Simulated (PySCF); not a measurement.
CBr3, SMILES Br[C+](Br)Br, charge +1. Geometry: PBE-D3(BJ)/def2-SVP.

Computed equilibrium geometry at PBE-D3(BJ)/def2-SVP (PySCF confirms it by a frequency run) as bond lengths and angles, and its point group:
point group D3h.
Atoms: C1 Br2 Br3 Br4. Bonds (Å): C1–Br2 1.825, C1–Br3 1.825, C1–Br4 1.825. Angles (°): Br2–C1–Br3 120.0, Br2–C1–Br4 120.0, Br3–C1–Br4 120.0.
Charge +1, spin multiplicity 1.
